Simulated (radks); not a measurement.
Results of a calculation; reference values are marked as such.
Exchange energies: the exact (Fock) value of the Kohn-Sham orbitals and density-functional approximations, in hartree. Species: Kr [Kr]; P [Ne] 3s2 3p3. Level of theory: non-relativistic Kohn-Sham, PBE, spin-polarised, spherical densities, point nucleus (a radial shooting solver on a logarithmic mesh with Libxc functionals). Every spin shell is full or empty, so the densities are truly spherical. Functionals are evaluated on that one density, not self-consistently.

functional	Kr	P
exact	-93.7540	-22.6052
LDA	-88.584	-20.780
B88	-93.824	-22.606
RPBE	-93.613	-22.619
PW91	-93.784	-22.581
B86b	-93.823	-22.630
G96	-94.071	-22.621
TPSS	-93.666	-22.661
r2SCAN	-93.751	-22.615
Tao-Mo	-93.142	-22.587
MVS	-93.813	-22.563
